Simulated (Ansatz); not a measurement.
`N[SiH2][SeH]` → H₂Se + `N[SiH]` at 600 K and 1 bar (silylene formation by 1,1-elimination).

Computed with Ansatz on PBE0-D4/def2-TZVP structures; ΔE is electronic, products minus reactants. CCSD(T)/CBS adds triple-zeta CCSD(T) − MP2 to the extrapolated MP2 energy (def2 sets, frozen cores). This one scheme is used for every species. For Se outer-core shells are correlated without core-valence functions, which leaves a few kJ/mol of doubt a bond. Scalar relativity is left out up to krypton. Each species was taken in one conformer, which may not be the lowest.

| species | CCSD(T)/CBS energy (Eh) | H − E (kJ/mol) | S (J/(mol·K)) |
| --- | --- | --- | --- |
| `N[SiH2][SeH]` | -2747.54778 | 186.0 | 396.2 |
| H₂Se | -2401.89790 | 57.0 | 244.8 |
| `N[SiH]` | -345.56329 | 117.4 | 286.7 |

H − E and S are ideal-gas, rigid-rotor, harmonic terms from PBE0-D4/def2-TZVP, for one conformer and one mirror image of each species. 1 Eh = 2625.50 kJ/mol, R = 8.31446 J/(mol·K).

Question: By hand: ΔE, ΔH, ΔS and ΔG.

Answer: ΔE = (-2401.89790) + (-345.56329) − (-2747.54778) = 0.08659 Eh = 227.3 kJ/mol. Δ(H − E) = 57.0 + 117.4 − 186.0 = -11.6, so ΔH = 215.7 kJ/mol. ΔS = 244.8 + 286.7 − 396.2 = 135.3 J/(mol·K). ΔG = 215.7 − 600 × (135.3)/1000 = 134.5 kJ/mol.

Question: By hand: the equilibrium constant, and the temperature at which ΔG would vanish if ΔH and ΔS stayed fixed.

Answer: log₁₀ K = −ΔG/(RT ln 10) = -11.7. ΔG = 0 at ΔH/ΔS = 1594 K.

The number of gas molecules changes by +1, which sets the sign of ΔS. A doubt of 5 kJ/mol in ΔE shifts log₁₀ K by 0.4 here. Other conformers and mirror images would add mixing entropy, several J/(mol·K) or more a flexible species. These are equilibria of isolated gas molecules and say nothing of rates. Largest T1 diagnostic: 0.015 (customary marks: 0.02 for closed shells, 0.045 for open ones).
